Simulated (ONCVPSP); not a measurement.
**What one change does to a pseudopotential (molybdenum, ONCV)**

ONCVPSP 4.0.1 input, shortened (lines: element, Z, core and valence counts, functional; n l f; lmax; l rc ep ncon nbas qcut; lloc lpopt rc5 dvloc0; l nproj debl; icmod fcfact rcfact), PBE, scalar-relativistic:

```
  Mo 42.00    6    4        4      upf
    1    0    2.00
    2    0    2.00
    2    1    6.00
    3    0    2.00
    3    1    6.00
    3    2   10.00
    4    0    2.00
    4    1    6.00
    4    2    5.00
    5    0    1.00
    2
    0    1.55    0.00    4    7    7.50
    1    1.80    0.00    4    8    6.10
    2    1.95    0.00    4    8    6.80
    4    5    0.95   -1.00
    0    2    2.80
    1    2    2.80
    2    3    0.70
    3    3.25    1.00
```

Change: all radii but the core radius scaled by about 0.87 (s 1.34, p 1.56, d 1.70 bohr); local potential polynomial inside 0.82 bohr (lpopt 5, dvloc0 -1 Ha).

Cutoffs: the cutoffs (Ha) at which the residual kinetic energy of the hardest occupied pseudo-wave falls to 1 and 0.1 mHa per electron; they do not see the model core or the augmentation charge, which bear on the density cutoff. Errors are all-electron minus pseudo energies relative to the spin-unpolarised reference configuration.

Task: How do hardness, ghosts and transferability respond?

Result: The potential gets harder (22 Ha and 25 Ha → 25 Ha and 47 Ha); the bound ghosts move from d to s; of the 4 tests that both files solve, the error grows in 1 and shrinks in 2 by more than 15 % and 0.3 meV (median size 4.0 → 1.3 meV). A smaller radius makes the pseudo-wave follow the all-electron one further in, where it bends more sharply, so more plane waves are needed.

| quantity | base | changed |
| --- | --- | --- |
| cutoff, loose | 22 Ha | 25 Ha |
| cutoff, tight | 25 Ha | 47 Ha |
| loose cutoff by channel | s 22 Ha, p 12 Ha, d 17 Ha | s 25 Ha, p 12 Ha, d 18 Ha |
| bound ghosts | d | s |
| GHOST(+) flags under 300 eV | s at 91.6 eV | p at 210.7 eV |
| error for 4s2 4p6 4d5 5s0, meV [ΔE 6.89 eV] | -1.5 | -1.6 |
| error for 4s2 4p6 4d4 5s0, meV [ΔE 22.35 eV] | -0.5 | -0.9 |
| error for 4s2 4p6 4d3 5s0, meV [ΔE 49.10 eV] | +6.4 | +1.1 |
| error for 4s2 4p5 4d5 5s1, meV [ΔE 43.97 eV] | -71 | -52 |
| rms error of d²Exc/dni dnj with the model core, mHa | 1.23 | 1.48 |

 A true bound ghost makes a file unfit for plane-wave use even where its test errors are small: the radial tests pick states by their node count and pass the ghost by.
